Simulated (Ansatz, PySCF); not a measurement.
Cl₃H₂NSi, SMILES N[Si](Cl)(Cl)Cl. Atoms are numbered in the order given.

```xyz
7

N      1.9435    -0.2903     0.0000
Si     0.2647    -0.0335     0.0000
Cl    -0.5186    -0.8921     1.6964
Cl    -0.5186    -0.8921    -1.6964
Cl    -0.3231     1.9499     0.0000
H      2.4888    -0.1563     0.8457
H      2.4888    -0.1563    -0.8457
```

Geometry: B3LYP-D3(BJ)/def2-SVP. Other conformers were not sampled.

Two levels are set side by side: PBE-D3(BJ)/def2-SVP (Ansatz, a quantum-chemistry and plane-wave program) and B3LYP-D3(BJ)/def2-SVP (Ansatz). Each level has its own optimised geometry; the coordinates shown are those of the second. Frequencies come from the Hessian of PySCF at each geometry. Differences are taken from unrounded values.

| quantity | B3LYP-D3(BJ) |
|---|---|
| mean bond length (Å) | 1.652 |
| bond N1–Si2 (Å) | 1.698 |
| bond Si2–Cl3 (Å) | 2.056 |
| bond Si2–Cl4 (Å) | 2.056 |
| bond Si2–Cl5 (Å) | 2.069 |
| bond N1–H6 (Å) | 1.015 |
| bond N1–H7 (Å) | 1.015 |
| highest harmonic wavenumber (cm⁻¹) | 3676 |
| mean harmonic wavenumber (cm⁻¹) | 914 |
| zero-point energy (kcal/mol) | 19.60 |

What does PBE-D3(BJ) give, and how far is it from B3LYP-D3(BJ)? (Estimate from the structure and the level; the computed values follow.)


```csv
quantity,PBE-D3(BJ),PBE-D3(BJ) minus B3LYP-D3(BJ)
mean bond length (Å),1.659,0.007
bond N1–Si2 (Å),1.711,0.013
bond Si2–Cl3 (Å),2.061,0.004
bond Si2–Cl4 (Å),2.061,0.004
bond Si2–Cl5 (Å),2.075,0.006
bond N1–H6 (Å),1.023,0.008
bond N1–H7 (Å),1.023,0.008
highest harmonic wavenumber (cm⁻¹),3596,-80
mean harmonic wavenumber (cm⁻¹),896,-18
zero-point energy (kcal/mol),19.21,-0.39
```

GGA bonds tend to be longer and softer than those of functionals with exact exchange. Differences between two approximate levels are no errors against the true value.
